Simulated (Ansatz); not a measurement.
Steps of a relaxation of C₃H₁₀SSi (`CC(C)S[SiH3]`) with RKS PBE0-D4/def2-TZVP.

```sh
$ ansatz run in.yaml --threads 2 --pin off --events-out ev --progress --plain --max-ram 22528MiB --backend cuda --devices 0, --max-vram 18GiB
```

```yaml
crystal:
  periodic: [false, false, false]
  atoms:
    - {symbol: C, position_ang: [1.300539, 0.723246, -0.401267]}
    - {symbol: C, position_ang: [0.408741, -0.422892, 0.071976]}
    - {symbol: C, position_ang: [1.005140, -1.798950, -0.224129]}
    - {symbol: S, position_ang: [-1.271782, -0.359741, -0.751497]}
    - {symbol: Si, position_ang: [-2.255043, 1.124949, 0.453114]}
    - {symbol: H, position_ang: [1.464287, 0.667855, -1.496262]}
    - {symbol: H, position_ang: [2.291266, 0.670890, 0.099434]}
    - {symbol: H, position_ang: [0.856539, 1.713030, -0.175751]}
    - {symbol: H, position_ang: [0.229629, -0.336423, 1.165522]}
    - {symbol: H, position_ang: [2.002430, -1.892002, 0.254663]}
    - {symbol: H, position_ang: [0.356795, -2.612250, 0.155773]}
    - {symbol: H, position_ang: [1.138689, -1.947405, -1.315684]}
    - {symbol: H, position_ang: [-3.658482, 1.207100, -0.075822]}
    - {symbol: H, position_ang: [-1.614405, 2.486861, 0.362522]}
    - {symbol: H, position_ang: [-2.276243, 0.724930, 1.906708]}
basis:
  gaussian: {orbitals: def2-TZVP}
hamiltonian: {xc: pbe0, dispersion: d4}
relax: {f_tol: 0.005, max_steps: 150}
```

Positions (Å) and forces (eV/Å) along the path, 9 of 13 steps:

```xyz
15
step=1 energy=-21978.7335 eV
C     1.301    0.723   -0.401    0.130    0.157   -0.079
C     0.409   -0.423    0.072   -0.191    0.012    0.184
C     1.005   -1.799   -0.224    0.109   -0.178   -0.072
S    -1.272   -0.360   -0.751    0.277    0.296    0.489
Si   -2.255    1.125    0.453   -0.011   -0.040   -0.058
H     1.464    0.668   -1.496   -0.088    0.001    0.518
H     2.291    0.671    0.099   -0.480    0.004   -0.228
H     0.857    1.713   -0.176    0.195   -0.502   -0.097
H     0.230   -0.336    1.166    0.074   -0.039   -0.559
H     2.002   -1.892    0.255   -0.476    0.061   -0.221
H     0.357   -2.612    0.156    0.307    0.415   -0.175
H     1.139   -1.947   -1.316   -0.072    0.094    0.515
H    -3.658    1.207   -0.076    0.305   -0.022    0.115
H    -1.614    2.487    0.363   -0.112   -0.326    0.004
H    -2.276    0.725    1.907    0.034    0.066   -0.338
15
step=2 energy=-21978.7911 eV
C     1.286    0.719   -0.395    0.046    0.062    0.005
C     0.399   -0.419    0.080   -0.167    0.003   -0.048
C     0.998   -1.783   -0.223    0.030   -0.059    0.002
S    -1.266   -0.355   -0.741    0.183    0.023    0.148
Si   -2.237    1.118    0.445    0.027   -0.025   -0.018
H     1.446    0.658   -1.478   -0.027   -0.001    0.151
H     2.266    0.665    0.101   -0.138    0.008   -0.066
H     0.845    1.697   -0.173    0.065   -0.135   -0.031
H     0.220   -0.334    1.161    0.031   -0.015   -0.161
H     1.987   -1.871    0.247   -0.138    0.016   -0.063
H     0.360   -2.590    0.154    0.091    0.106   -0.053
H     1.125   -1.923   -1.304   -0.022    0.031    0.151
H    -3.629    1.201   -0.073    0.072    0.009    0.040
H    -1.583    2.456    0.347   -0.048   -0.066    0.014
H    -2.239    0.710    1.881   -0.006    0.041   -0.071
15
step=3 energy=-21978.7965 eV
C     1.277    0.718   -0.392    0.007   -0.010    0.002
C     0.392   -0.421    0.073   -0.076   -0.005   -0.030
C     0.997   -1.780   -0.223    0.012    0.009    0.002
S    -1.262   -0.363   -0.743    0.045    0.011    0.039
Si   -2.222    1.111    0.442   -0.040    0.024    0.000
H     1.443    0.656   -1.469    0.007    0.003   -0.021
H     2.250    0.666    0.108    0.011   -0.001    0.009
H     0.836    1.691   -0.174   -0.009    0.015    0.004
H     0.211   -0.338    1.148    0.009   -0.003    0.028
H     1.981   -1.860    0.248    0.013   -0.001    0.005
H     0.367   -2.587    0.151   -0.010   -0.011    0.004
H     1.127   -1.918   -1.299    0.005   -0.006   -0.022
H    -3.612    1.205   -0.065   -0.013   -0.005   -0.008
H    -1.578    2.449    0.347    0.024    0.003   -0.018
H    -2.228    0.720    1.877    0.015   -0.022    0.006
15
step=5 energy=-21978.7974 eV
C     1.275    0.716   -0.381   -0.013    0.006    0.008
C     0.390   -0.426    0.078   -0.014   -0.001   -0.008
C     0.999   -1.781   -0.230    0.004   -0.004   -0.003
S    -1.264   -0.367   -0.732    0.011   -0.019   -0.002
Si   -2.224    1.120    0.437    0.006   -0.003    0.001
H     1.440    0.661   -1.459    0.001    0.000   -0.008
H     2.247    0.663    0.118    0.000   -0.001    0.004
H     0.830    1.686   -0.158    0.007    0.010    0.000
H     0.215   -0.353    1.155   -0.004    0.006    0.011
H     1.984   -1.861    0.238    0.004   -0.001    0.001
H     0.372   -2.593    0.141   -0.004   -0.007   -0.001
H     1.126   -1.913   -1.307    0.001   -0.001   -0.008
H    -3.621    1.194   -0.055   -0.006   -0.001   -0.006
H    -1.585    2.457    0.308    0.004    0.017   -0.001
H    -2.205    0.745    1.876    0.002    0.001    0.012
15
step=6 energy=-21978.7979 eV
C     1.263    0.714   -0.352   -0.050    0.000    0.011
C     0.385   -0.443    0.087    0.048   -0.028   -0.009
C     1.003   -1.788   -0.247    0.015    0.003    0.003
S    -1.270   -0.386   -0.716   -0.009    0.021    0.028
Si   -2.214    1.138    0.422   -0.015   -0.006    0.004
H     1.430    0.680   -1.432   -0.003    0.000    0.006
H     2.235    0.661    0.148   -0.010    0.000    0.001
H     0.808    1.677   -0.113    0.030   -0.001   -0.005
H     0.216   -0.392    1.167   -0.018    0.015   -0.011
H     1.990   -1.868    0.217   -0.003   -0.006   -0.005
H     0.383   -2.612    0.111    0.003    0.007   -0.007
H     1.130   -1.900   -1.328   -0.004    0.004    0.008
H    -3.630    1.159   -0.026    0.023    0.009    0.011
H    -1.613    2.485    0.213   -0.008   -0.025    0.002
H    -2.136    0.824    1.877    0.002    0.008   -0.036
15
step=7 energy=-21978.7982 eV
C     1.260    0.714   -0.351   -0.036   -0.006    0.005
C     0.384   -0.444    0.088    0.034   -0.016   -0.002
C     1.005   -1.789   -0.248    0.008    0.008    0.002
S    -1.271   -0.390   -0.714   -0.015    0.006    0.015
Si   -2.214    1.138    0.420   -0.003    0.013    0.009
H     1.425    0.681   -1.430   -0.001    0.001    0.001
H     2.232    0.661    0.148   -0.002   -0.001    0.002
H     0.806    1.677   -0.109    0.018    0.002   -0.002
H     0.215   -0.394    1.168   -0.013    0.009   -0.004
H     1.992   -1.868    0.216    0.000   -0.004   -0.002
H     0.386   -2.613    0.109    0.000    0.002   -0.004
H     1.131   -1.898   -1.329   -0.002    0.002    0.001
H    -3.630    1.164   -0.024    0.017   -0.001    0.003
H    -1.609    2.481    0.207   -0.007   -0.016    0.001
H    -2.134    0.830    1.876    0.001    0.000   -0.025
15
step=10 energy=-21978.7988 eV
C     1.235    0.711   -0.316    0.006   -0.004   -0.006
C     0.380   -0.468    0.106   -0.007    0.004   -0.002
C     1.017   -1.795   -0.267   -0.011    0.004   -0.003
S    -1.285   -0.426   -0.677    0.005    0.005   -0.001
Si   -2.202    1.158    0.399    0.007    0.007    0.016
H     1.382    0.709   -1.399   -0.001    0.001    0.005
H     2.216    0.651    0.165    0.002    0.001   -0.001
H     0.782    1.665   -0.040   -0.005   -0.003    0.002
H     0.216   -0.441    1.187    0.004   -0.003   -0.001
H     2.006   -1.874    0.192    0.002    0.001    0.003
H     0.411   -2.637    0.068    0.002    0.001    0.000
H     1.141   -1.872   -1.351    0.001   -0.001    0.003
H    -3.631    1.149    0.001    0.004   -0.001   -0.001
H    -1.619    2.494    0.096   -0.007   -0.017    0.000
H    -2.071    0.926    1.865   -0.002    0.005   -0.014
15
step=11 energy=-21978.7989 eV
C     1.230    0.710   -0.308    0.012    0.006   -0.001
C     0.379   -0.473    0.110   -0.014   -0.003   -0.009
C     1.019   -1.795   -0.271   -0.001   -0.003   -0.001
S    -1.288   -0.433   -0.669    0.009    0.003    0.011
Si   -2.199    1.161    0.396   -0.003   -0.001   -0.011
H     1.370    0.717   -1.392   -0.002   -0.001    0.008
H     2.215    0.649    0.166   -0.004    0.002   -0.003
H     0.778    1.662   -0.022   -0.001   -0.006   -0.001
H     0.218   -0.452    1.192    0.005   -0.001   -0.002
H     2.008   -1.876    0.188    0.000    0.000    0.000
H     0.414   -2.641    0.059    0.002    0.003   -0.001
H     1.144   -1.866   -1.355    0.000   -0.001    0.005
H    -3.630    1.143    0.006   -0.003    0.003    0.003
H    -1.621    2.493    0.069   -0.002   -0.001    0.004
H    -2.059    0.950    1.863    0.002   -0.001   -0.003
15
step=13 energy=-21978.7989 eV
C     1.231    0.710   -0.309    0.002    0.002    0.000
C     0.380   -0.473    0.109   -0.005   -0.002   -0.001
C     1.019   -1.796   -0.271    0.001   -0.001   -0.001
S    -1.287   -0.432   -0.671    0.004    0.003    0.002
Si   -2.200    1.161    0.395   -0.003    0.000    0.002
H     1.372    0.717   -1.392    0.000    0.000    0.001
H     2.215    0.649    0.166   -0.002    0.000    0.000
H     0.779    1.661   -0.023    0.001   -0.001    0.000
H     0.218   -0.451    1.191    0.000    0.000   -0.001
H     2.007   -1.877    0.189   -0.001    0.000    0.000
H     0.413   -2.641    0.060    0.000    0.001    0.000
H     1.144   -1.868   -1.355    0.000    0.000    0.001
H    -3.632    1.143    0.007    0.001    0.000    0.000
H    -1.625    2.495    0.072    0.001   -0.002   -0.002
H    -2.057    0.948    1.862    0.001   -0.001    0.000
```

It took 18 s on 2 threads of an AMD EPYC 7R13 on a shared host and a share of an NVIDIA H100 80 GB, with 0.89 GiB of host memory at the peak.
